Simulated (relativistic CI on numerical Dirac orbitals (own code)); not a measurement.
Fe+: resonant inelastic scattering at the M2,3 edge

Computed with this model: Dirac-Coulomb-Breit CI, orbitals from a KLI potential per configuration, model QED (radiative potential, 1s self-energy scaled to tabulated hydrogen-like ionisation energies), Kramers-Heisenberg scattering through one core-hole configuration in a parametric crystal field, unscaled Slater integrals; configurations [Ar] 3d7 → [Ne] 3s2 3p5 3d8; 300 K; core-hole width 0.48 eV; summed over polarisations. Incident energies are the highest absorption maxima for each field (at most a few, so the weaker spin-orbit partner edge can be absent), on the computed scale of the free ion. Intensities are in per cent of the strongest line above 0.02 eV; levels within 1 cm⁻¹ are merged; final levels count from the ground level, the first row holds all elastic scattering, lines under 0.4 are left out and each table stops after 24 rows. The scale of the Slater integrals is a model choice and moves the terms in proportion. The configuration is assumed, with all valence electrons in the open shell; the free ion's ground configuration is another.

Field parameters in Wybourne normalisation: Oh B⁴₀ = 21Dq, B⁴₄ = √(5/14) B⁴₀. The field is a parameter set, without covalency.

S is read from ⟨S²⟩ = S(S + 1).

Oh, 10Dq = 15100 cm⁻¹:

```csv
Final level (eV),Degeneracy,Irrep,S,58.4 eV,62.2 eV,62.7 eV
0.000,2,Γ6,1.50,391.3,30.1,39.0
0.028,4,Γ8,1.50,86.1,6.1,10.2
0.072,4,Γ8,1.49,67.3,18.6,4.8
0.080,2,Γ7,1.50,23.3,12.7,1.7
0.534,4,Γ8,0.52,15.9,0.4,0.3
1.709,2,Γ6,1.50,30.0,10.7,21.4
1.710,4,Γ8,1.50,58.5,33.4,64.4
1.719,4,Γ8,1.49,46.7,30.2,36.7
1.736,2,Γ7,1.50,14.0,19.6,11.4
2.121,4,Γ8,0.51,10.0,0.2,0.2
2.155,2,Γ6,0.51,2.1,0.0,0.1
2.203,4,Γ8,0.52,18.2,0.6,0.9
2.218,2,Γ7,0.51,2.8,0.1,0.1
2.869,4,Γ8,0.52,3.0,1.7,0.9
2.907,2,Γ6,0.51,3.2,1.5,0.6
3.454,2,Γ7,1.50,5.1,19.8,24.4
3.456,4,Γ8,1.50,7.7,33.3,43.4
3.490,4,Γ8,1.49,8.8,41.7,14.7
3.502,2,Γ6,1.49,7.4,19.0,6.6
3.588,4,Γ8,1.48,71.2,44.8,100.0
3.662,2,Γ6,0.51,15.4,0.3,0.7
3.817,2,Γ7,0.51,2.9,0.2,0.3
3.835,4,Γ8,0.54,2.5,0.7,1.8
4.149,4,Γ8,0.50,3.0,0.4,0.4
```

Oh, 10Dq = 5200 cm⁻¹:

| Final level (eV) | Degeneracy | Irrep | S | 57.8 eV | 61.4 eV |
| --- | --- | --- | --- | --- | --- |
| 0.000 | 2 | Γ6 | 1.50 | 181.6 | 108.9 |
| 0.029 | 4 | Γ8 | 1.50 | 32.1 | 35.6 |
| 0.078 | 4 | Γ8 | 1.50 | 50.7 | 23.0 |
| 0.085 | 2 | Γ7 | 1.50 | 10.4 | 4.2 |
| 0.588 | 2 | Γ6 | 1.50 | 17.7 | 46.5 |
| 0.592 | 4 | Γ8 | 1.50 | 39.3 | 87.0 |
| 0.602 | 4 | Γ8 | 1.50 | 33.5 | 43.6 |
| 0.617 | 2 | Γ7 | 1.50 | 6.7 | 9.6 |
| 1.246 | 4 | Γ8 | 1.50 | 61.8 | 83.2 |
| 1.707 | 4 | Γ8 | 0.50 | 16.8 | 0.2 |
| 2.128 | 4 | Γ8 | 0.50 | 19.0 | 0.4 |
| 2.176 | 4 | Γ8 | 0.50 | 12.6 | 0.2 |
| 2.187 | 2 | Γ7 | 0.50 | 0.5 | 0.1 |
| 2.187 | 2 | Γ6 | 0.50 | 6.2 | 0.2 |
| 2.432 | 2 | Γ7 | 1.50 | 2.1 | 45.0 |
| 2.433 | 4 | Γ8 | 1.50 | 3.6 | 100.0 |
| 2.448 | 4 | Γ8 | 1.46 | 2.3 | 19.7 |
| 2.476 | 2 | Γ6 | 1.49 | 1.3 | 3.4 |
| 2.533 | 2 | Γ6 | 0.50 | 14.3 | 0.5 |
| 2.762 | 4 | Γ8 | 0.57 | 1.6 | 1.3 |
| 2.802 | 2 | Γ6 | 0.53 | 0.5 | 0.6 |
| 2.977 | 2 | Γ7 | 0.50 | 0.9 | 0.1 |
| 3.010 | 4 | Γ8 | 0.50 | 1.4 | 0.3 |
| 3.044 | 2 | Γ6 | 0.50 | 0.9 | 0.1 |

For the first field the strongest loss at the lowest incident energy is the level at 0.03 eV (S = 1.50, against 1.50 in the thermal ground state). Levels of other spin, the first over 8 % at 0.53 eV, appear because spin-orbit coupling of the core hole, and in heavier ions of the valence shell too, mixes spins.
